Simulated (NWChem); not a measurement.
# Correlation energy of Se (+1)

```
Se
```
Charge +1, spin multiplicity 4.

The numbers come from NWChem runs, not from measurements.

Basis set: def2-SVP. Each correlation energy counts from its own Hartree-Fock reference.

The Hamiltonian is non-relativistic. The correlated methods keep 9 core orbitals frozen. No SCF solution was tested for a lower state. Open-shell Hartree-Fock references start from PBE0 orbitals. Coupled-cluster values serve here as a point of comparison, not as the truth.

Q: One of these methods gave a correlation energy of -183.4 mHa. Which?
(A) SCS-UMP2
(B) CCSD on UHF
(C) CCSDT on ROHF
(D) UMP2

A: C, CCSDT on ROHF. The others give -179.6 (CCSD on UHF), -156.4 (SCS-UMP2), -172.0 (UMP2).
